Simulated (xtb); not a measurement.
xtb input (GFN2-xTB):

```bash
xtb mol.xyz --gfn 2 --ohess tight --chrg 1 --uhf 0
```
mol.xyz:
```
9

B     -0.03119706     0.64820676    -0.13115173
F      0.31024121     2.03100405    -0.30652358
N      0.99796513    -0.47903723     0.01717184
N     -1.50947419     0.32120121    -0.03928762
H      1.59734700    -0.38725864    -0.78502045
H      1.62594606    -0.21512345     0.83741982
H     -1.74825272    -0.17776336     0.90056062
H     -1.76355904    -0.42950888    -0.74815506
H      0.57905752    -1.36046379     0.15843339
```

End of the output:

```
normal termination of xtb
    298.15    0.633804E-02    0.764930E-01    0.342352E-01    0.422578E-01
   ------------------------------------------------------------------------

         :::::::::::::::::::::::::::::::::::::::::::::::::::::
         ::                  THERMODYNAMIC                  ::
         :::::::::::::::::::::::::::::::::::::::::::::::::::::
         :: total free energy         -13.973154007585 Eh   ::
         ::.................................................::
         :: total energy              -14.015411784748 Eh   ::
         :: zero point energy           0.070154939962 Eh   ::
         :: G(RRHO) w/o ZPVE           -0.027897162799 Eh   ::
         :: G(RRHO) contrib.            0.042257777163 Eh   ::
         :::::::::::::::::::::::::::::::::::::::::::::::::::::

optimized geometry written to: xtbopt.xyz

           -------------------------------------------------
          | TOTAL ENERGY              -14.015411784748 Eh   |
          | TOTAL ENTHALPY            -13.938918803395 Eh   |
          | TOTAL FREE ENERGY         -13.973154007585 Eh   |
          | GRADIENT NORM               0.000224828242 Eh/α |
          | HOMO-LUMO GAP               6.828010708347 eV   |
           -------------------------------------------------

------------------------------------------------------------------------
------------------------------------------------------------------------
 total:
 SCF:
 ANC optimizer:
 analytical hessian:
```

It need not be the lowest isomer of its formula.
